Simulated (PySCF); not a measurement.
Species: CH6F2Ge2.
Numbering: `[F:1][GeH2:2][C@H:3]([F:4])[GeH3:5]` (hydrogens: H6, H7 on Ge2; H8 on C3; H9, H10, H11 on Ge5)

A GFN2-xTB structure was refined with PBE0-D3(BJ)/def2-SVP geometry optimisation, gas phase in PySCF 2.14.0. Its GFN2-xTB values:

```
  coordinate  GFN2-xTB
      F1–Ge2   1.750 Å
      Ge2–C3   2.000 Å
      Ge2–H6   1.508 Å
      Ge2–H7   1.498 Å
       C3–F4   1.402 Å
      C3–Ge5   1.967 Å
       C3–H8   1.113 Å
      Ge5–H9   1.461 Å
   F1–Ge2–C3    104.7°
   Ge2–C3–F4    105.6°
  Ge2–C3–Ge5    115.7°
   F4–C3–Ge5    109.2°
F1–Ge2–C3–F4     -147°
```

Task: How do these coordinates change at the PBE0-D3(BJ)/def2-SVP level?

Result: 
```
  coordinate  PBE0-D3(BJ)/def2-SVP (Å or °)  change
      Ge5–H9                          1.539  +0.078
      Ge2–H7                          1.538  +0.040
      Ge2–C3                          1.967  -0.033
      Ge2–H6                          1.536  +0.028
       C3–F4                          1.391  -0.011
       C3–H8                          1.104  -0.009
      C3–Ge5                          1.975  +0.008
      F1–Ge2                          1.748  -0.002
   Ge2–C3–F4                          107.8    +2.2
  Ge2–C3–Ge5                          113.9    -1.8
   F1–Ge2–C3                          105.2    +0.5
   F4–C3–Ge5                          109.1    -0.1
F1–Ge2–C3–F4                           -155      -8
```

The energy falls by 4.3 kcal/mol over 7 energy and gradient evaluations, the largest force component goes from 0.0300 to 4.2e-04 Eh/bohr, and the atoms move by 0.115 Å rms after alignment. The bond that changes most is Ge5–H9 (ends: germanium bonded to C and 3 H; Ge–H hydrogen), which lengthens by 0.078 Å. Bonds longer at the end by more than 0.005 Å: 6 of 10; shorter: 3. Among the dihedrals that turn most is H7–Ge2–C3–Ge5, from -20° to -31°. Rotational constants go from 3349, 905.4, 780.7 to 3235, 951.8, 801.6 MHz.

The run used 136 basis functions and 44 SCF cycles in all. Time: 70 s; peak memory 0.54 GiB. Hardware: an Arm Neoverse V2 with one thread, shared host with 96 logical CPUs at a one-minute load of 66.

Not checked by PBE0-D3(BJ)/def2-SVP frequencies. One conformer, not necessarily the lowest.
